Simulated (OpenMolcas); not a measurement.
## Tc²⁺: effect of the active space

```json
{
  "Program": "OpenMolcas",
  "Method": "SS-CASPT2 or its RAS form, IPEA 0.25 Eh, imaginary shift 0.1 Eh",
  "Basis": "ANO-RCC-VQZP",
  "Scalar Hamiltonian": "DKH2, point nucleus",
  "Spin-orbit coupling": "RASSI with atomic mean-field integrals over the reference wave functions, term energies averaged over their components"
}
```

A. 5 electrons in 5 orbitals (4d); 2S+1 = 6 even, 1 root; 2S+1 = 4 even, 24 roots; 2S+1 = 2 even, 75 roots; closed shells correlated: 4s 4p; CASPT2 step about 30 core-seconds
B. 5 electrons in 6 orbitals (4d 5s); 2S+1 = 6 even, 6 roots; 2S+1 = 4 even, 64 roots kept (CI in the orbitals of an earlier block); 2S+1 = 2 even, 145 roots kept (CI in the orbitals of an earlier block, 128 in the spin-orbit step); closed shells correlated: 4s 4p; CASPT2 step roughly 2.3 core-minutes
C. 11 electrons in 8 orbitals (RAS1 4p, at most 2 holes; RAS2 4d); 2S+1 = 6 even, 1 root; 2S+1 = 4 even, 24 roots; 2S+1 = 2 even, 70 roots; closed shells correlated: 4s; CASPT2 step roughly 90 core-seconds
D. 5 electrons in 10 orbitals (4d 5d); 2S+1 = 6 even, 1 root; 2S+1 = 4 even, 24 roots; 2S+1 = 2 even, 70 roots; closed shells correlated: 4s 4p; CASPT2 step roughly 24 core-minutes

Energies in cm-1 above 4d5 6S 5/2.

```tsv
Level	A	B	C	D
4d5 6S 5/2	0.0	0.0	0.0	0.0
4d5 4G 5/2	20060	19860	20160	20200
4d5 4G 7/2	20210	20030	20310	20370
4d5 4G 11/2	20260	20090	20360	20480
4d5 4G 9/2	20300	20130	20410	20490
4d5 4P 5/2 [60 %]	22180	21820	22460	22360
4d5 4P 3/2 [62 %]	22500	22140	22780	22650
4d5 4P 1/2 [75 %]	23000	22640	23290	23140
4d5 4D 7/2	23950	23740	24300	24200
4d5 4D 1/2 [75 %]	24530	24280	24870	24690
4d5 4D 3/2 [62 %]	24940	24700	25280	25110
4d5 4D 5/2 [62 %]	24950	24710	25300	25140
4d5 2I 11/2	29770	29710	29580	29940
4d5 2I 13/2	30100	30090	29930	30310
4d5 2D 5/2(1) [52 %]	31570	30930	31830	31690
4d5 2D 3/2(1) [55 %]	32240	31680	32490	32300
4d5 4F 9/2	33110	32720	33260	33230
4d5 4F 7/2 [72 %]	33120	32790	33260	33200
4d5 4F 5/2	33520	33220	33680	33570
4d5 2F 7/2(1) [74 %]	34210	33770	34380	34390
4d5 4F 3/2 [55 %]	34340	33960	34680	34410
4d5 2G 7/2(1)	36650	36170	36810	36630
4d5 2H 11/2	37290	37080	37090	37380
4d5 2F 5/2(2)	38690	38310	39010	38730
```

The spin-orbit steps hold different terms of 4d5 (B lacks a 2D; C lacks a 2D; D lacks a 2D), which shifts levels as well.

Among A to D the level of the table that moves most is 4d5 2D 5/2(1) [52 %], by 900 cm-1 (lowest in B, highest in C). Moves below CASPT2's spread within the term are not significant.

Term energies are means over components that CASPT2 splits; among the terms shown or strongly mixed into the levels shown the widest spread is 360 cm-1 (4d5 4F, A). Levels of configurations with an s electron are missing; early in the row they begin among the upper levels of the d shell and mix with terms of their name (holds for A). Some high roots are left out of the spin-orbit mixing, which shifts the levels that they would mix with (holds for B). Terms from blocks run as CI alone lack orbitals of their own (holds for B). Configurations are named by rounded mean occupations; where the s occupation lies near a half they are strongly mixed, a name can repeat and a true partner stay unpaired (holds for B). Active for correlation alone: 4p; no level in the range computed is led by a configuration that opens it, so any true level of that kind is missing (holds for C). The CASPT2 spread within a term exceeds the gap to the next term for 4d5 2G(1) and 4d5 2H, so the order of their levels is uncertain, and so are names and mixing where such terms share a J (holds for C). Active for correlation alone: 5d; no level in the range computed is led by a configuration that fills it, so any true level of that kind is missing (holds for D). Levels of configurations outside the active space are missing. Levels that lie high or do not pair safely by name in every column are left out.

A share in square brackets marks a mixed level and gives the weight of the term that names it, the lowest over the columns. A number in round brackets counts repeated terms of one configuration in the order of the reference energies.
